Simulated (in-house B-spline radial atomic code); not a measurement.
Results of a calculation; reference values are marked as such.
# Pd at several levels of theory

Ground configuration [Kr] 4d10. All numbers come from a B-spline radial code for spherical atoms, all electrons, at the radial basis limit. Mean-field, RPA, GW and linear-response runs are scalar-relativistic (one-electron X2C), no spin-orbit coupling, without Breit or QED terms, open shells spin-polarised at highest spin; the many-body runs on Dirac-Hartree-Fock orbitals are four-component, and their energies hold both.

**Ionisation energy.** The reference is 8.337 eV (NIST, measured). It runs between the lowest fine-structure levels, while the runs without spin-orbit coupling give shell averages, so part of their difference is this splitting, and a close match can be a cancellation.

| method | value (eV) | minus reference (eV) |
| --- | --- | --- |
| minus the highest LDA VWN5 level | 4.31 | -4.03 |
| minus the highest PBE level | 4.05 | -4.29 |
| minus the highest r2SCAN level | 4.02 | -4.31 |
| minus the highest PBE0 level | 5.41 | -2.93 |
| G0W0 on PBE0 | 8.20 | -0.14 |
| minus the highest B3LYP (VWN-RPA) level | 5.26 | -3.07 |
| minus the highest CAM-B3LYP level | 6.92 | -1.42 |
| minus the highest LC-wPBE level | 8.06 | -0.27 |
| minus the highest Hartree-Fock level | 8.92 | +0.58 |
| G0W0 on Hartree-Fock | 8.65 | +0.32 |
| Dirac-Fock + self-energy with TDHF screening (4d5/2) | 7.97 | -0.37 |

Question: Which methods come closest, and which lies farthest off?

Answer: Closest: G0W0 on PBE0 (-0.14 eV) and minus the highest LC-wPBE level (-0.27 eV). Farthest: minus the highest r2SCAN level (-4.31 eV).

**Static dipole polarisability and C6** of two like species, by linear response:

```csv
method,α (bohr³),C6 (hartree·bohr⁶)
LDA VWN5,30.05,218.8
PBE,31.04,225.2
PBE0,26.94,193.3
B3LYP (VWN-RPA),27.87,200.3
CAM-B3LYP,26.53,189.9
LC-wPBE,25.9,186.1
TDHF,21.1,147.2
relativistic RPA (four-component TDHF),21.17,147.7
```

Question: What mean excitation energy do α and C6 imply in London's formula C6 = (3/4) α² ω?

Answer: LDA VWN5: ω = 0.323 hartree; relativistic RPA (four-component TDHF): ω = 0.439 hartree. A method that puts the excitations lower gives a larger α and a smaller ω.

Question: How do these compare with the recommended polarisability?

Answer: The recommended value is 26.14 bohr³ (Schwerdtfeger and Nagle, table of static dipole polarizabilities (2023 update)). The methods run from -19 % to +19 %; LC-wPBE is nearest (-1 %).

Run times on one thread of shared hosts: mean field, RPA, SOSEX and G0W0 on PBE, 3.8 s (Arm Neoverse V1); TDDFT with PBE, 1.9 s (Intel Xeon 6975P-C (Granite Rapids)); removal energies by the self-energy, 85 s (Arm Neoverse V2).
